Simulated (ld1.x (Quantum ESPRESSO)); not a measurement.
# An all-electron radial function and its pseudo partner (gadolinium)

Columns: radius, all-electron u(r) and pseudo u(r) of the 6p shell (level -1.39 eV) of gadolinium in the configuration [Kr] 4d10 4f7 5s2 5p6 5d1 6s2 6p0; LDA (PZ), scalar-relativistic, ultrasoft scheme, ld1.x (Quantum ESPRESSO) 7.5.

| r (bohr) | all-electron | pseudo |
| --- | --- | --- |
| 0.190 | -0.0744 | -0.0373 |
| 0.380 | 0.0929 | -0.1373 |
| 0.570 | 0.0775 | -0.2682 |
| 0.760 | -0.0503 | -0.3894 |
| 0.950 | -0.1521 | -0.4648 |
| 1.140 | -0.1937 | -0.4738 |
| 1.330 | -0.1841 | -0.4164 |
| 1.520 | -0.1407 | -0.3105 |
| 1.710 | -0.0788 | -0.1831 |
| 1.900 | -0.0091 | -0.0595 |
| 2.090 | 0.0615 | 0.0445 |
| 2.280 | 0.1289 | 0.1259 |
| 2.470 | 0.1908 | 0.1907 |
| 2.660 | 0.2461 | 0.2461 |
| 2.850 | 0.2944 | 0.2944 |
| 3.040 | 0.3360 | 0.3360 |
| 3.230 | 0.3709 | 0.3709 |
| 3.420 | 0.3997 | 0.3997 |
| 3.610 | 0.4227 | 0.4227 |
| 3.800 | 0.4406 | 0.4406 |
| 3.990 | 0.4536 | 0.4536 |
| 4.180 | 0.4624 | 0.4624 |
| 4.370 | 0.4674 | 0.4674 |
| 4.560 | 0.4691 | 0.4691 |
| 4.750 | 0.4677 | 0.4677 |
| 4.940 | 0.4639 | 0.4639 |

(1) How many radial nodes do the two functions have?

(2) At about which radius was the pseudo-wave matched?

(3) Is the pseudo-wave norm-conserving?

Answers

(1) The all-electron 6p function has n − l − 1 = 4 (the table is too coarse to show those close to the nucleus); the pseudo-wave has 1, since 1 lower shell of the same l stays in the valence.

(2) 2.60 bohr, where the columns begin to agree (steps of 0.19 bohr).

(3) No, it belongs to an ultrasoft set: the norm inside the radius is not constrained, and the difference is carried by the augmentation charge.
